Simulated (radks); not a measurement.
Question: These are the eigenvalues of the occupied orbitals of an atom or ion with whole-number occupations (hartree). All-electron calculation, Dirac Kohn-Sham, RPBE, spin-unpolarised, spherical densities, point nucleus. Program: a radial shooting solver on a logarithmic mesh with Libxc functionals.

1s1/2: -117.0564
2s1/2: -13.18818
2p1/2: -10.78012
2p3/2: -10.69733
3s1/2: -2.75255
3p1/2: -2.16599
3p3/2: -2.15595
4f5/2: -0.43327
4f7/2: -0.43325

Which element is it, and in what charge state? The configuration may be excited. Open shells, if any, are shared by 2j + 1.

Answer: Z = 18, argon, charge +3: Ar3+ in [Ne] 3s1 3p3 4f1. The list shows which subshells hold electrons but not how many an open one holds; the 1s level, -117.06 hartree, gives Z - s = 15.3 by -(Z - s)^2/2, which with screening and relativity narrows Z to a few neighbours, and the depths of the outer levels then fix element, charge and occupations together.
